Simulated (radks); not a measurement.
Values are calculated unless marked as measured or tabulated.
Dynamic dipole polarisability and lines of the titanium ion Ti12+, [Ne]. Level of theory: non-relativistic Kohn-Sham, LB94 model potential, spin-polarised, spherical densities, point nucleus (a radial shooting solver on a logarithmic mesh with Libxc functionals). Time-dependent linear response with the Hartree and adiabatic LDA kernel, continuum included through the Sternheimer equations. Lines are the poles of the dipole polarisability below minus the highest occupied eigenvalue, found on a grid refined at the orbital gaps; the lowest seven at most are given, and weak or close lines can be missed. The first line takes the name of the lowest orbital gap if no other gap lies below it; otherwise a line is named after a gap within 0.6 % of it, if that gap stands alone.

| photon energy (eV) | alpha (bohr^3) |
|---|---|
| 0 | 0.01337 |
| 38.285 | 0.01341 |
| 89.331 | 0.01169 |
| 140.38 | 0.01422 |
| 191.42 | 0.01507 |
| 242.47 | 0.01636 |
| 293.52 | 0.01835 |
| 344.56 | 0.02164 |
| 395.61 | 0.02803 |
| 446.66 | 0.06034 |
| 497.70 | 0.09710 |
| 548.75 | -0.02167 |
| 599.79 | -0.004321 |
| 650.84 | -0.02317 |
| 701.89 | -0.09522 |
| 752.93 | -0.01388 |

Lines (eV, oscillator strength): 453.56 (2.734 nm, 2p-3s), f = 0.197; 518.37 (2.392 nm, unassigned), f = 2.45; 561.26 (2.209 nm, 2s-3p), f = 0.445; 607.62 (2.041 nm, 2p-4s), f = 0.0396; 632.85 (1.959 nm, 2p-4d), f = 0.670; 684.93 (1.810 nm, unassigned), f = 0.290. Higher lines, where found, are left out when the end of the mesh affects them. Those listed give 77 % of the static polarisability (sum of f/w^2). Orbital energy gaps for comparison: 2p-3s 452.45 eV; 2p-3d 509.54 eV; 2s-3p 560.61 eV; 2p-4s 607.25 eV; 2p-4d 629.36 eV.
